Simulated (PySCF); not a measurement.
Precursor series Ta Cl-F. Isolated molecules, 0 K electronic values unless said otherwise.

The charge on the central atom (Mulliken) from two functionals at the same geometries (PBE-D3(BJ)/def2-SVP), both in PySCF: PBE-D3(BJ)/def2-TZVP and B3LYP-D3(BJ)/def2-TZVP. B3LYP has the VWN-RPA correlation part, as in Gaussian. 

| species | PBE-D3(BJ)/def2-TZVP (e) |
|---|---|
| 1 of 5 Cl replaced by F | 1.12 |
| 3 of 5 Cl replaced by F ([Ta(Cl)2(F)3]) | 1.35 |
| 4 of 5 Cl replaced by F ([Ta(Cl)(F)4]) | 1.44 |
| 5 of 5 Cl replaced by F | 1.57 |

Q: What does B3LYP-D3(BJ)/def2-TZVP give for each?

A: 
- 1 of 5 Cl replaced by F: 1.30
- 3 of 5 Cl replaced by F ([Ta(Cl)2(F)3]): 1.55
- 4 of 5 Cl replaced by F ([Ta(Cl)(F)4]): 1.66
- 5 of 5 Cl replaced by F: 1.81
Over these rows, drawn at random from the members with no instability flagged (it was tested for open shells, ions and some series alone), PBE minus B3LYP-D3(BJ): mean -0.21 e, from -0.24 e to -0.18 e.
